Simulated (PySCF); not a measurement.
# Multinuclear NMR of C6H10OSi2

Cartesian coordinates in Å; atom numbers follow the order of the lines, from 1:
```xyz
19

Si    3.715    0.637   -0.450
C     2.509   -0.771   -0.775
C     1.208   -0.783   -0.488
Si    0.239    0.614    0.323
C    -1.574    0.148    0.207
C    -2.260   -1.030    0.342
C    -3.629   -0.729    0.173
C    -3.685    0.612   -0.052
O    -2.458    1.147   -0.032
H     5.073    0.091   -0.532
H     3.551    1.676   -1.471
H     3.490    1.207    0.879
H     2.932   -1.650   -1.254
H     0.636   -1.671   -0.745
H     0.421    1.891   -0.373
H     0.618    0.750    1.739
H    -1.834   -1.992    0.542
H    -4.454   -1.411    0.213
H    -4.509    1.273   -0.237
```

Computed data (PySCF): structure optimised with GFN2-xTB, PBE0/pcSseg-1 with gauge-including orbitals. Non-relativistic Hamiltonian, single conformer, fast rotation and ring inversion assumed for equivalent nuclei, in vacuum.

(1) What are the 29Si shifts?

(2) Predict the 17O NMR data.

Results:

(1) 
```tsv
atoms	environment	σ (ppm)	δ (ppm)
Si4	silicon bonded to 2 C, 2 H	420.3	-65.5
Si1	silicon bonded to C, 3 H	435.8	-78.3
```

Shieldings were converted by a linear fit to measured shifts: 29Si (scatter 8.9 ppm rms, 25.8 ppm with the 6 outliers that the fit left out vs TMS, solution or neat liquid). A few per cent of atoms miss by over 2 rms, more outside the fitted compound classes.

On a 600 MHz spectrometer 29Si resonates near 119.2 MHz, so 1 ppm is 119.2 Hz.

(2) 
```tsv
atoms	environment	σ (ppm)	δ (ppm)
O9	aromatic ring oxygen	10.9	256.8
```

Shieldings were converted by a linear fit to measured shifts: 17O (scatter 10.7 ppm rms, 12.2 ppm with the 3 outliers that the fit left out vs liquid water, solution or neat liquid). A few per cent of atoms miss by over 2 rms, more outside the fitted compound classes.

On a 300 MHz spectrometer 17O resonates near 40.7 MHz, so 1 ppm is 40.7 Hz.
